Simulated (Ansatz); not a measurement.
Job for Ansatz (a program for electronic structure): R-r2SCAN/def2-TZVPP on BH3O3 (SMILES OB(O)O), a point of a torsion scan.

Ansatz 0.2 input:
```yaml
crystal:
  periodic: [false, false, false]
  atoms:
    - {symbol: O, position_ang: [-1.30442372, -0.79330461, 0.31545352]}
    - {symbol: B, position_ang: [-0.07584003, -0.27570073, 0.08090416]}
    - {symbol: O, position_ang: [0.02536167, 1.02912367, -0.32444698]}
    - {symbol: O, position_ang: [0.99433272, -1.05200615, 0.38948514]}
    - {symbol: H, position_ang: [-1.98579350, -0.52473415, -0.29687291]}
    - {symbol: H, position_ang: [0.90386852, 1.38800644, -0.43744500]}
    - {symbol: H, position_ang: [1.85680723, -0.64120851, 0.35571628]}
basis:
  gaussian:
    orbitals: def2-TZVPP
hamiltonian:
  xc: {name: r2SCAN}
scf: {lower_state_search: off}
```

The head of its log:

```
WARN ansatz: RAYON_NUM_THREADS=2 ignored (pool sized by the plan → 2); use --threads N
Functional definition: r2SCAN
these checks for a lower state are left out or cut short: stability, starts, cluster_reference, orbital_swaps, neighbouring_geometries, increment
integrals: 0.06 GiB planned
799 factors; their error is unknown
mean field: 0.54 GiB planned
mean field evaluation 1: about -6858.4903 eV, gradient 8.7e1 eV
mean field evaluation 2: about -6838.9162 eV, gradient 1.4e2 eV
```

Predict the final total energy.

-252.4727 hartree.
